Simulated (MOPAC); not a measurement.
Input file for MOPAC: PM3 on GeH3N (SMILES [NH2][GeH]), a point of a bond scan (R = 0.907 Å).

```
PM3 1SCF PRECISE CHARGE=0 THREADS=1
GeH3N

Ge    -0.14236253 1     0.24006627 1     0.31200616 1
H     -0.50045421 1     1.34585812 1    -0.79743283 1
N      0.51606097 1    -0.92124331 1    -0.93851753 1
H      0.55428310 1    -0.77096522 1    -1.83265056 1
H      0.88509843 1    -1.82500787 1    -0.68514287 1
```

The log:

```
*******************************************************************************
 **                                                                           **
 **                              MOPAC v23.2.5                                **
 **                                                                           **
 *******************************************************************************
 ** MOPAC's Digital Object Identifier: https://doi.org/10.5281/zenodo.6511958 **
 **                                                                           **
 ** Please cite the open-source release paper for use of this MOPAC version:  **
 ** J. E. Moussa and J. J. P. Stewart (2026)                                  **
 ** MOPAC: An open-source semiempirical molecular orbital program             **
 ** J. Open Source Softw., 11(119), 8025, https://doi.org/10.21105/joss.08025 **
 *******************************************************************************

                              PM3 CALCULATION RESULTS

 *******************************************************************************
 *  PM3        - The PM3 Hamiltonian to be used
 *
 *
 *
 *                 CHARGE ON SYSTEM = 0
 *
 *
 *
 *  PRECISE    - TIGHTER CRITERIA TO BE USED
 *  1SCF       - DO 1 SCF AND THEN STOP
 *  THREADS=1  - MULTI-THREADING NOT USED
 *  T=         - A TIME OF 172800.0 SECONDS REQUESTED
 *  DUMP=N     - RESTART FILE WRITTEN EVERY 7200.0 SECONDS REQUESTED
 *******************************************************************************
PM3 1SCF PRECISE CHARGE=0 THREADS=1
 GeH3N

   ATOM   CHEMICAL          X               Y               Z
  NUMBER   SYMBOL      (ANGSTROMS)     (ANGSTROMS)     (ANGSTROMS)

     1      Ge         -0.14236253  *   0.24006627  *   0.31200616  *
     2       H         -0.50045421  *   1.34585812  *  -0.79743283  *
     3       N          0.51606097  *  -0.92124331  *  -0.93851753  *
     4       H          0.55428310  *  -0.77096522  *  -1.83265056  *
     5       H          0.88509843  *  -1.82500787  *  -0.68514287  *



          CARTESIAN COORDINATES

    NO.       ATOM           X           Y           Z

     1        Ge         -0.1424      0.2401      0.3120
     2         H         -0.5005      1.3459     -0.7974
     3         N          0.5161     -0.9212     -0.9385
     4         H          0.5543     -0.7710     -1.8327
     5         H          0.8851     -1.8250     -0.6851

  H: (PM3): J. J. P. STEWART, J. COMP. CHEM. 10, 209 (1989).
  N: (PM3): J. J. P. STEWART, J. COMP. CHEM. 10, 209 (1989).
 Ge: (PM3): J. J. P. STEWART, J. COMP. CHEM. 12, 320-341 (1991).

           Empirical Formula: H3 N Ge  =     5 atoms



      MOLECULAR POINT GROUP   :   Cs


      RHF CALCULATION, NO. OF DOUBLY OCCUPIED LEVELS = 6


 -------------------------------------------------------------------------------
 PM3 1SCF PRECISE CHARGE=0 THREADS=1
 GeH3N



     1SCF WAS SPECIFIED, SO BFGS WAS NOT USED
     SCF FIELD WAS ACHIEVED


                              PM3 CALCULATION
                                                       MOPAC v23.2.5 Linux




          FINAL HEAT OF FORMATION =         43.25228 KCAL/MOL =     180.96752 KJ/MOL


          COSMO AREA              =         89.78 SQUARE ANGSTROMS
          COSMO VOLUME            =         75.89 CUBIC ANGSTROMS

          IONIZATION POTENTIAL    =          8.777862 EV
          HOMO LUMO ENERGIES (EV) =         -8.778 -0.163
          NO. OF FILLED LEVELS    =          6
          MOLECULAR WEIGHT        =         89.6204         POINT GROUP:  Cs

          MOLECULAR DIMENSIONS (Angstroms)

            Atom       Atom       Distance
            H     5    H     2     3.46219
            H     4   Ge     1     2.19508
            N     3    H     4     0.00000


          SCF CALCULATIONS        =          1





   ATOM   CHEMICAL          X               Y               Z
  NUMBER   SYMBOL      (ANGSTROMS)     (ANGSTROMS)     (ANGSTROMS)

     1      Ge         -0.14236253  *   0.24006627  *   0.31200616  *
     2       H         -0.50045421  *   1.34585812  *  -0.79743283  *
     3       N          0.51606097  *  -0.92124331  *  -0.93851753  *
     4       H          0.55428310  *  -0.77096522  *  -1.83265056  *
     5       H          0.88509843  *  -1.82500787  *  -0.68514287  *

                             CARTESIAN COORDINATES

   1   Ge       -0.142362530     0.240066270     0.312006160
   2    H       -0.500454210     1.345858120    -0.797432830
   3    N        0.516060970    -0.921243310    -0.938517530
   4    H        0.554283100    -0.770965220    -1.832650560
   5    H        0.885098430    -1.825007870    -0.685142870


           Empirical Formula: H3 N Ge  =     5 atoms



      MOLECULAR POINT GROUP   :   Cs


                  EIGENVALUES
 -28.19997 -15.57919 -15.31146 -11.16981  -9.38522  -8.77786  -0.16285   1.32721
   2.21618   4.83235   6.09888


              NET ATOMIC CHARGES AND DIPOLE CONTRIBUTIONS

  ATOM NO.   TYPE          CHARGE      No. of ELECS.   s-Pop       p-Pop
    1         Ge           0.559299        3.4407     1.73077     1.70994
    2          H          -0.331731        1.3317     1.33173
    3          N          -0.301025        5.3010     1.40473     3.89629
    4          H           0.036064        0.9639     0.96394
    5          H           0.037393        0.9626     0.96261
 DIPOLE           X         Y         Z       TOTAL
 POINT-CHG.    -0.076    -0.629     3.025     3.091
 HYBRID         0.546    -0.254    -3.709     3.757
 SUM            0.470    -0.883    -0.683     1.212


          ATOMIC ORBITAL ELECTRON POPULATIONS

     Atom    s        px        py        pz
    1 Ge   1.73077   0.30216   0.51969   0.88808
    2  H   1.33173
    3  N   1.40473   1.63772   1.18174   1.07683
    4  H   0.96394
    5  H   0.96261

 **********************
 *                    *
 * JOB ENDED NORMALLY *
 *                    *
 **********************




 == MOPAC DONE ==
```

The run finished.

Cost: around 0.03 core-seconds (rough).
